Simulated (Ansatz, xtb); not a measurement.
## Two isomers of C6H10BN

Structure I is `[BH3-][n+]1ccc(C)cc1`, a singlet and structure II is `C#C[C@@H]1CCCB1N`, a singlet. Both are isolated molecules in the gas phase, relaxed with r2SCAN-D4/def2-SVP, each in the lowest conformer that the search found.

Q: Estimate which is lower in electronic energy at CCSD(T)/def2-SVP + ΔMP2/def2-TZVPP, and by roughly how much.

A: Too close to call at this level: CCSD(T)/def2-SVP + ΔMP2/def2-TZVPP gives E(II) − E(I) = +0.48 kcal/mol.

How the difference moves with the method:

```json
{"level": "GFN2-xTB", "geometry": "GFN2-xTB", "E(II) − E(I) (kcal/mol)": "+33.82", "departure from the last row (kcal/mol)": "+33.35", "job, with rough time for the two": "optimisation, 0.25 s"}
{"level": "HF/STO-3G", "geometry": "GFN2-xTB", "E(II) − E(I) (kcal/mol)": "−12.84", "departure from the last row (kcal/mol)": "−13.31", "job, with rough time for the two": "single point, 0.48 s"}
{"level": "r2SCAN-D4/def2-SVP//GFN2-xTB", "geometry": "GFN2-xTB", "E(II) − E(I) (kcal/mol)": "+7.74", "departure from the last row (kcal/mol)": "+7.27", "job, with rough time for the two": "single point, 4.6 s"}
{"level": "r2SCAN-D4/def2-SVP", "geometry": "r2SCAN-D4/def2-SVP", "E(II) − E(I) (kcal/mol)": "+7.64", "departure from the last row (kcal/mol)": "+7.16", "job, with rough time for the two": "optimisation, 41 s"}
{"level": "HF/def2-SVP", "geometry": "r2SCAN-D4/def2-SVP", "E(II) − E(I) (kcal/mol)": "−2.24", "departure from the last row (kcal/mol)": "−2.71", "job, with rough time for the two": "part of the CCSD(T) run"}
{"level": "MP2/def2-SVP", "geometry": "r2SCAN-D4/def2-SVP", "E(II) − E(I) (kcal/mol)": "+2.85", "departure from the last row (kcal/mol)": "+2.38", "job, with rough time for the two": "part of the CCSD(T) run"}
{"level": "CCSD(T)/def2-SVP", "geometry": "r2SCAN-D4/def2-SVP", "E(II) − E(I) (kcal/mol)": "+3.07", "departure from the last row (kcal/mol)": "+2.60", "job, with rough time for the two": "single point"}
{"level": "CCSD(T)/def2-SVP + ΔMP2/def2-TZVPP", "geometry": "r2SCAN-D4/def2-SVP", "E(II) − E(I) (kcal/mol)": "+0.48", "departure from the last row (kcal/mol)": "", "job, with rough time for the two": "single point, 2.4 min"}
```

As drawn, II has 1 C≡C, 3 C–C, 2 C–B, 1 C–H, 2 N–H in place of 2 C∷N, 4 C∷C, 3 B–H (∷ is an aromatic bond). Structure I has a 6-membered ring (with an aromatic ring), II a 5-membered ring.

The largest departure from CCSD(T)/def2-SVP + ΔMP2/def2-TZVPP is that of GFN2-xTB, 33.35 kcal/mol. The last row adds to CCSD(T) the change of the MP2 difference between the two basis sets, here −2.60 kcal/mol.

With thermal terms from frequencies at re-optimised GFN2-xTB minima (ideal gas, soft modes damped towards free rotors, one conformer each, 298.15 K, 1 atm): on the last row, ΔE + ΔZPE = +3.44, ΔH = +3.49, ΔG = +3.62 kcal/mol.

The correlated steps freeze 8 core orbitals. Mirror images aren't counted in ΔG. Programs: Ansatz 0.2.0, xtb 6.7.1; the last row on 4 threads of Arm Neoverse V1 on a shared host.
